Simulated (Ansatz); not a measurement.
`CC(C)(C)C#CC#CC#CC(C)(C)C`, relaxed as a singlet with RKS PBE-D4/def2-SVP in Ansatz, starting from the GFN2-xTB geometry. Force threshold 0.03 eV/Å.

Start:

```xyz
32

C    -3.770    0.642    3.699
C    -3.329   -0.711    3.123
C    -4.515   -1.405    2.440
C    -2.777   -1.601    4.244
C    -2.284   -0.487    2.140
C    -1.413   -0.303    1.321
C    -0.440   -0.095    0.410
C     0.439    0.093   -0.411
C     1.412    0.300   -1.323
C     2.282    0.486   -2.142
C     3.329    0.711   -3.124
C     4.662    0.204   -2.557
C     2.980   -0.052   -4.409
C     3.421    2.214   -3.417
H    -4.155    1.285    2.910
H    -4.553    0.494    4.440
H    -2.930    1.146    4.174
H    -5.308   -1.580    3.164
H    -4.910   -0.788    1.635
H    -4.207   -2.361    2.022
H    -2.452   -2.559    3.845
H    -3.548   -1.777    4.992
H    -1.925   -1.124    4.725
H     4.909    0.731   -1.637
H     4.603   -0.860   -2.336
H     5.460    0.366   -3.278
H     2.899   -1.119   -4.208
H     3.753    0.101   -5.160
H     2.031    0.295   -4.811
H     4.200    2.403   -4.153
H     2.476    2.585   -3.806
H     3.658    2.766   -2.510
```

```csv
step,energy (eV),largest force component (eV/Å),SCF passes
1,-14777.5222,2.120,23
2,-14777.7779,0.273,23
3,-14777.7929,0.040,24
4,-14777.7929,0.014,16
```

Force components are those of the run's own axes.

End:

```xyz
32

C    -3.8253    0.6407    3.7510
C    -3.3753   -0.7214    3.1677
C    -4.5760   -1.4200    2.4836
C    -2.8235   -1.6200    4.3017
C    -2.3190   -0.4954    2.1747
C    -1.4277   -0.3061    1.3370
C    -0.4497   -0.0971    0.4199
C     0.4492    0.0949   -0.4209
C     1.4268    0.3038   -1.3385
C     2.3180    0.4942   -2.1759
C     3.3751    0.7213   -3.1679
C     4.7229    0.2114   -2.6010
C     3.0287   -0.0482   -4.4662
C     3.4736    2.2372   -3.4683
H    -4.2214    1.3025    2.9557
H    -4.6247    0.4821    4.5039
H    -2.9802    1.1610    4.2435
H    -5.3818   -1.5962    3.2257
H    -4.9859   -0.7956    1.6653
H    -4.2764   -2.3968    2.0553
H    -2.4921   -2.6004    3.9064
H    -3.6141   -1.7978    5.0596
H    -1.9600   -1.1409    4.8040
H     4.9898    0.7463   -1.6683
H     4.6749   -0.8722   -2.3756
H     5.5307    0.3785   -3.3431
H     2.9494   -1.1365   -4.2743
H     3.8221    0.1159   -5.2242
H     2.0652    0.2986   -4.8889
H     4.2703    2.4214   -4.2183
H     2.5177    2.6254   -3.8720
H     3.7184    2.8091   -2.5515
```

By distances, no bond broke or formed. The bond that changes most is C7–C8, from 1.22 to 1.25 Å (atoms count from 1).

No frequencies were taken in this run, so the end may be a saddle point.

It took 15 s on 4 threads of Arm Neoverse V2 on a shared host.
